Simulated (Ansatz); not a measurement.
Job for Ansatz (a program for electronic structure): U-CCSD(T)/cc-pV(T+d)Z on BCl, a point of a bond scan (R = 2.582 Å). Files ending in .json are basis or fitting sets from the Basis Set Exchange.

Ansatz 0.2 input:
```yaml
crystal:
  periodic: [false, false, false]
  atoms:
    - {symbol: B, position_ang: [-0.00000000, -0.00000000, -1.33031220]}
    - {symbol: Cl, position_ang: [0.00000000, 0.00000000, 1.25205855]}
basis:
  gaussian:
    orbitals: cc-pV_T+d_Z.json
correlation: {method: ccsd_t, electrons: outside_noble_gas}
scf: {omitted_lower_state_checks: [cluster_reference]}
magnetization: {spin_polarized: true, initial_magnetization: 0}
```

Output:

```
WARN ansatz: RAYON_NUM_THREADS=1 ignored (pool sized by the plan → 1); use --threads N
Functional definition: HF
these checks for a lower state are left out or cut short: cluster_reference
integrals: 0.06 GiB planned
411 factors; integrals over basis functions are off by at most 2.0e-3 eV
mean field: 0.11 GiB planned
mean field evaluation 1: about -13170.0973 eV, gradient 1.4e1 eV
mean field evaluation 2: about -13170.0982 eV, gradient 1.4e1 eV
mean field evaluation 4: about -13172.0089 eV, gradient 1.3e0 eV
mean field evaluation 8: about -13172.0476 eV, gradient 2.7e-3 eV
mean field evaluation 16: about -13172.0421 eV, gradient 5.5e-1 eV
mean field evaluation 32: about -13171.7416 eV, gradient 5.0e0 eV
mean field evaluation 64: about -13170.5832 eV, gradient 1.3e-5 eV
mean field evaluation 96: about -13172.0051 eV, gradient 5.5e-1 eV
mean field evaluation 128: about -13172.0510 eV, gradient 9.1e-2 eV
mean field evaluation 160: about -13170.4206 eV, gradient 5.7e-1 eV
mean field evaluation 192: about -13172.0463 eV, gradient 1.7e-1 eV
mean field -13172.05115475 eV, -484.0639516003 hartree, gradient 2.6e-6 eV, S^2 0.073126; 17 other end points of the search recorded, 0 dependent functions left out
6 core orbitals not correlated
reference -13172.05115475 eV, -484.0639516003 hartree; 5, 5 occupied and 58, 58 virtual orbitals, 411 factors
second order -6.88860854 eV of doubles, -0.00000000 eV of singles
coupled cluster: 0.18 GiB planned
cycle   1  -7.37913099 eV  change   -4.9e-1 eV  update   1.1e-1
cycle   2  -7.64571327 eV  change   -2.7e-1 eV  update   5.4e-2
cycle   3  -7.85987017 eV  change   -2.1e-1 eV  update   4.1e-2
cycle   4  -7.87241190 eV  change   -1.3e-2 eV  update   1.8e-2
cycle   5  -7.87851398 eV  change   -6.1e-3 eV  update   1.3e-2
cycle   6  -7.90042887 eV  change   -2.2e-2 eV  update   7.5e-3
cycle   7  -7.90220613 eV  change   -1.8e-3 eV  update   3.3e-3
cycle   8  -7.90261938 eV  change   -4.1e-4 eV  update   1.5e-3
cycle   9  -7.90317954 eV  change   -5.6e-4 eV  update   7.5e-4
cycle  10  -7.90289963 eV  change    2.8e-4 eV  update   3.5e-4
cycle  11  -7.90291433 eV  change   -1.5e-5 eV  update   1.6e-4
cycle  12  -7.90302251 eV  change   -1.1e-4 eV  update   6.2e-5
cycle  13  -7.90307498 eV  change   -5.2e-5 eV  update   2.6e-5
cycle  14  -7.90309786 eV  change   -2.3e-5 eV  update   1.3e-5
cycle  15  -7.90309733 eV  change    5.3e-7 eV  update   5.1e-6
coupled cluster: 0.18 GiB planned
perturbative correction -0.41305289 eV, -0.0151794139 hartree
Total energy: -13180.36730497 eV, -484.3695644840 hartree
Checks for a lower state left out: cluster_reference
```

The calculation finished and met its thresholds.

Cost: very roughly 5 core-seconds.
